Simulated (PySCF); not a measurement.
## Dipole response of P²⁺ (phosphorus, charge +2)

[Ne] 3s2 3p1, 2P determinant. Calculation: PySCF 2.14, in aug-cc-pwCVDZ (6s5p3d, 36 functions); no relativity, point nucleus. Coupled (time-dependent) response in atomic units; α is the mean over directions. A double-zeta set is small for polarisabilities.

```csv
method,mean α (bohr³),"α xx, yy, zz",C₆ (like pair),S(−4)
UHF,9.593,"9.844, 9.090, 9.844",35.38,40.32
PBE,9.219,"9.397, 8.862, 9.397",33.33,36.22
PBE0,9.293,"9.499, 8.880, 9.499",33.74,36.90
M06-2X,9.348,"9.265, 9.513, 9.265",33.28,39.39
r2SCAN0,9.342,"9.552, 8.921, 9.552",34.69,35.94
```

S(−4) is the Cauchy moment in α(ω) = α(0) + S(−4) ω² + …

α(iu) at UHF:

```
u (hartree)  α(iu) (bohr³)
          0          9.593
     0.0500          9.493
      0.100          9.209
      0.200          8.246
      0.300          7.049
      0.500          4.863
      0.750          3.074
       1.00          2.058
       1.50          1.098
       2.00         0.6935
       3.00         0.3706
       5.00         0.1797
```

For an ion, C₆ is the dispersion term alone; charge-induced terms of lower order in 1/R come first.

The components differ because the open shell of this determinant is not spherical; for a pure term their mean is the scalar polarisability.
